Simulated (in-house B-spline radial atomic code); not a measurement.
Ionisation energies along the 52-electron series, configuration [Kr] 4d10 5s2 5p4, as differences of self-consistent energies. NIST's values go from ground level to ground level; the uncertainty of those that are theory runs from under 0.1 % in few-electron ions to several per cent in heavy many-electron ones. Computed with an all-electron radial atomic-structure program (B-spline basis): non-relativistic Hartree-Fock, average of the configuration, point nuclei.

This level leaves out relativity, spin-orbit splitting included, which matters for heavy ions.

| ion | configuration after | ionisation energy (eV) | IE/(q+1)² (eV) | -ε less Coulomb ΔSCF (eV) | tabulated value (eV) | computed minus tabulated (eV) |
| --- | --- | --- | --- | --- | --- | --- |
| Te | [Kr] 4d10 5s2 5p3 | 8.96 | 8.96 | 0.58007 | 9.009808 | -0.05 |
| I+ | [Kr] 4d10 5s2 5p3 | 18.96 | 4.739 | 0.5045 | 19.13126 | -0.18 |
| Xe2+ | [Kr] 4d10 5s2 5p3 | 30.67 | 3.4073 | 0.4609 | 31.05 | -0.38 |
| Cs3+ | [Kr] 4d10 5s2 5p3 | 43.91 | 2.7446 | 0.43277 | 43 | 0.91 |
| Ba4+ | [Kr] 4d10 5s2 5p3 | ? | ? | ? | ? | ? |
| La5+ | [Kr] 4d10 5s2 5p3 | ? | ? | ? | ? | ? |
| Ce6+ | [Kr] 4d10 5s2 5p3 | 91.99 | 1.8773 | 0.38946 | 91 | 0.99 |

(1) Fill in the row of Ba4+.

(2) Fill in the row of La5+.

(3) How far is this level of theory from the measured and semi-empirical values?

Answers

(1) ionisation energy (eV): 58.59; IE/(q+1)² (eV): 2.3437; -ε less Coulomb ΔSCF (eV): 0.41345; tabulated value (eV): 58; computed minus tabulated (eV): 0.59.

(2) ionisation energy (eV): 74.63; IE/(q+1)² (eV): 2.0731; -ε less Coulomb ΔSCF (eV): 0.39963; tabulated value (eV): 74; computed minus tabulated (eV): 0.63.

(3) Over those 3 rows the differences run from -0.384 to -0.0498 eV (mean absolute value 0.2 eV). The calculation leaves out relativity, correlation and, in open shells, the multiplet splittings that an average leaves out.
